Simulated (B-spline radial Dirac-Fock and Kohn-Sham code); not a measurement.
# Two-hole binding energies of Tl

System: atomic thallium in the configuration 1s2 2s2 2p6 3s2 3p6 3d10 4s2 4p6 4d10 4f14 5s2 5p6 5d10 6s1 6p2 (not the ground configuration).

Level of theory: multi-electron Dirac-Fock with separately optimised hole states, Breit and Lamb-shift corrections added in first order; a radial atomic solver. U is the two-hole binding energy less the two single-hole energies, the effective repulsion of the holes after relaxation. Each two-hole energy is an average over J within one jj subconfiguration.

```csv
holes,E(a) (eV),E(b) (eV),E(ab) (eV),U (eV)
1s⁻¹ 2p1/2⁻¹,85533.7,14707.1,100719.6,478.8
1s⁻¹ 2p3/2⁻¹,85533.7,12665.1,98572.9,374.1
2s⁻²,15361.4,15361.4,30973.9,251.1
2p1/2⁻¹ 3s⁻¹,14707.1,3720.8,?,?
2s⁻¹ 3p3/2⁻¹,15361.4,2970.1,18425.8,94.3
2s⁻¹ 3d3/2⁻¹,15361.4,2494.6,17963.8,107.8
2s⁻¹ 3d5/2⁻¹,15361.4,2398.3,17862.8,103.2
3p1/2⁻¹ 3p3/2⁻¹,3429.0,2970.1,6466.3,67.2
3d5/2⁻²,2398.3,2398.3,4874.1,77.6
4d3/2⁻¹ 4d5/2⁻¹,418.7,397.7,845.2,28.7
4d5/2⁻²,397.7,397.7,823.6,28.1
4f5/2⁻²,130.1,130.1,287.6,27.3
4f7/2⁻²,125.7,125.7,278.7,27.3
5p1/2⁻¹ 5p3/2⁻¹,105.2,85.19,205.7,15.3
```

Question: Give the missing two-hole energy and U.

Answer: E(ab) = 18527.8 eV and U = 99.9 eV.

Values without a named source are computed, but for edge energies of neutral atoms, which are taken from tables.
